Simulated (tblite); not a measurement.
Species: C3H8B3N.
Geometry (GFN2-xTB, Å), atoms numbered from 1 in this order:
```
atom  x, y, z in Å
B1    -0.943   -0.339    1.788
N2    -0.493   -0.660    0.486
B3    -0.775   -1.887   -0.159
B4     0.310    0.338   -0.229
C5     1.884    0.356   -0.095
C6    -0.395    1.341   -1.114
C7    -0.962    2.144   -1.811
H8    -1.584   -1.114    2.385
H9    -0.668    0.704    2.255
H10   -1.405   -2.700    0.398
H11   -0.368   -2.077   -1.244
H12    2.292    1.365   -0.085
H13    2.241   -0.172    0.786
H14    2.318   -0.140   -0.964
H15   -1.455    2.848   -2.420
```

Level: GFN2-xTB in tblite, geometry and Hessian alike; calculated harmonic values, unscaled, isolated species. Against measured fundamentals such values can be off by several per cent, at times by over 20. Modes of hydrogen on boron can be 10 to 20 % off. The optimisation stopped once no atom felt more than 0.01 eV/Å.

Lowest wavenumbers of the output (negative numbers stand for imaginary wavenumbers):
```
mode    cm-1
  1     -50.1
  2     -17.5
  3     108.9
  4     127.8
  5     193.5
  6     226.5
  7     279.0
  8     323.9
```

Question: Is this structure a minimum?

Answer: Not by this Hessian. 1 mode is imaginary beyond 20i (50i cm⁻¹), and 1 more slightly so (17.5i). The curvature is small, so loose convergence or finite differences may be the whole cause.

Question: Which atoms move in the imaginary modes?

Answer: 50i: B1 (three-coordinate boron) 25 %, B3 (three-coordinate boron) 24 %, C5 (sp3 carbon bound to boron) 11 %; 18i: H14 (methyl hydrogen) 38 %, H12 (methyl hydrogen) 32 %, H13 (methyl hydrogen) 23 %. These are shares of the mass-weighted motion.

Question: What is the remedy?

Answer: Step along such a mode in both directions, optimise again with tighter thresholds and repeat the frequencies. The zero-point energy of this point (66.9 kcal/mol) counts the 37 real modes alone, and thermal corrections from it aren't those of a minimum.
